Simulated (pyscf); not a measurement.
# H₃Si–S–SnH₃, singlet

Gas-phase minimum from PySCF at ωB97X-D3(BJ)/def2-SVP, one conformer. 

```xyz
9

Si    -2.2938     0.7442     0.1165
S     -1.0683    -0.8016     0.9299
Sn     0.7176    -0.5678    -0.6700
H     -3.6242     0.6654     0.7774
H     -2.4548     0.5661    -1.3573
H     -1.6986     2.0911     0.3505
H      2.0553    -1.3810    -0.0032
H      0.2210    -1.2656    -2.1442
H      1.0198     1.1005    -0.8660
```
Charge 0, spin multiplicity 1.

Bonds (Å): Si1–S2 2.134, Si1–H4 1.488, Si1–H5 1.493, Si1–H6 1.491, S2–Sn3 2.409, Sn3–H7 1.702, Sn3–H8 1.705, Sn3–H9 1.707. Bond angles (°): S2–Si1–H4 107.8, S2–Si1–H5 110.6, S2–Si1–H6 111.4, H4–Si1–H5 109.6, H4–Si1–H6 109.6, H5–Si1–H6 107.8, Si1–S2–Sn3 95.9, S2–Sn3–H7 106.0, S2–Sn3–H8 108.6, S2–Sn3–H9 107.6, H7–Sn3–H8 111.9, H7–Sn3–H9 111.9, H8–Sn3–H9 110.6.

Properties at ωB97X-D3(BJ)/def2-SVP:

- Harmonic wavenumbers, unscaled: 56, 91, 116, 368, 472, 491, 548, 653, 662, 720, 734, 743, 948, 955, 978, 1980, 1988, 2001, 2243, 2256, 2280 cm⁻¹
- Zero-point energy: 30.4 kcal/mol
- Rotational symmetry number: 1
- Entropy of this conformer at 298 K and 1 atm, rigid rotor and harmonic oscillator, modes under 100 cm⁻¹ raised to 100: 351.7 J/(mol K)
- Dipole moment: 1.72 D

Single-point totals, which compare only within one level (frozen core for MP2 and CC):

| level | total energy (hartree) |
|---|---|
| ωB97X-D3(BJ)/def2-TZVP | -905.77266 |
| PBE/def2-TZVP | -905.29307 |
| r²SCAN/def2-TZVP | -905.65859 |
| B3LYP-D3(BJ)/def2-TZVP | -905.76863 |
| PBE0-D3(BJ)/def2-TZVP | -905.38124 |
| M06-2X/def2-TZVP | -905.51382 |
| ωB97M-D3(BJ)/def2-TZVP | -905.76040 |
| HF/def2-TZVPP | -903.35888 |
| MP2/def2-TZVPP | -904.00151 |
| CCSD/def2-TZVPP | -904.04570 |
| CCSD(T)/def2-TZVPP | -904.06975 |

Soft torsions are taken as harmonic, which can shift the entropy by several J/(mol K). The CCSD(T) − MP2 part came from Ansatz, without density fitting, on the same reference. The frozen core leaves the outer d or s,p core shells of the metals and heavy elements correlated in the MP2 and CC values, and def2-TZVPP describes them poorly, so these totals are far from the basis limit. Elements past Kr carry the def2 core potentials, without spin-orbit coupling.
